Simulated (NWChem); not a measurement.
System: C$_{3}$H$_{3}$N$_{2}$, doublet; SMILES [c]1cc[nH]n1

```xyz
8

C     -1.2030     0.0311     0.0000
N     -0.5016     1.1324     0.0000
N      0.7827     0.6957     0.0000
C      0.8734    -0.6685     0.0000
C     -0.4364    -1.1594     0.0000
H      1.5486     1.3712     0.0000
H      1.8418    -1.1838     0.0000
H     -0.7623    -2.2037     0.0000
```
Atoms are numbered in this order, from 1.

All runs: NWChem. Spin-unrestricted. In the optimisation the excess spin sits in a' (Cs, its own frame). Coordinates come from a PBE-D3(BJ)/def2-SVP, spin-unrestricted optimisation. No stability test was run on the SCF state.

Q: Predict the results for TPSS/def2-SVP. Quantities: highest occupied level (eV); lowest empty minus highest occupied level, either spin (eV); dipole (D); <S²>.

A: 
| Item | Value |
|---|---|
| highest occupied level (eV) | -6.04 |
| lowest empty minus highest occupied level, either spin (eV) | 2.80 |
| dipole (D) | 3.14 |
| <S²> | 0.756 |
